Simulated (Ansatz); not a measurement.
`C[SiH2][NH][GeH3]` + HBr → `C[SiH2]Br` + `[NH2][GeH3]` at 600 K and 1 bar (ligand exchange at the Si–N bond).

Isolated molecules relaxed with PBE0-D4/def2-TZVP in Ansatz; ΔE leaves out vibrations. CCSD(T)/CBS adds triple-zeta CCSD(T) − MP2 to the extrapolated MP2 energy (def2 sets, frozen cores). For Br, Ge outer-core shells are correlated without core-valence functions, which leaves a few kJ/mol of doubt a bond. Scalar relativity is left out up to krypton. Each species was taken in one conformer, which may not be the lowest.

| species | CCSD(T)/CBS energy (Eh) | H − E (kJ/mol) | S (J/(mol·K)) |
| --- | --- | --- | --- |
| `C[SiH2][NH][GeH3]` | -2463.39859 | 317.5 | 491.8 |
| HBr | -2573.91920 | 33.5 | 219.1 |
| `C[SiH2]Br` | -2903.51417 | 189.6 | 377.3 |
| `[NH2][GeH3]` | -2133.81884 | 167.5 | 333.3 |

H − E and S are ideal-gas, rigid-rotor, harmonic terms from PBE0-D4/def2-TZVP, for one conformer and one mirror image of each species. 1 Eh = 2625.50 kJ/mol, R = 8.31446 J/(mol·K).

**Question.** By hand: ΔE, ΔH, ΔS and ΔG.

**Answer.** ΔE = (-2903.51417) + (-2133.81884) − (-2463.39859) − (-2573.91920) = -0.01522 Eh = -40.0 kJ/mol. Δ(H − E) = 189.6 + 167.5 − 317.5 − 33.5 = 6.1, so ΔH = -33.9 kJ/mol. ΔS = 377.3 + 333.3 − 491.8 − 219.1 = -0.3 J/(mol·K). ΔG = -33.9 − 600 × (-0.3)/1000 = -33.7 kJ/mol.

**Question.** By hand: the equilibrium constant, and the temperature at which ΔG would vanish if ΔH and ΔS stayed fixed.

**Answer.** log₁₀ K = −ΔG/(RT ln 10) = 2.9. ΔG = 0 at ΔH/ΔS = 113000 K, far beyond where these terms or the molecules hold.

The number of gas molecules stays the same, so ΔS is small and ΔH decides. A doubt of 5 kJ/mol in ΔE shifts log₁₀ K by 0.4 here. Other conformers and mirror images would add mixing entropy, several J/(mol·K) or more a flexible species. Modes under 60 cm⁻¹, often nearly free rotors, make the harmonic entropy too high. These are equilibria of isolated gas molecules and say nothing of rates. Largest T1 diagnostic: 0.011 (customary marks: 0.02 for closed shells, 0.045 for open ones).
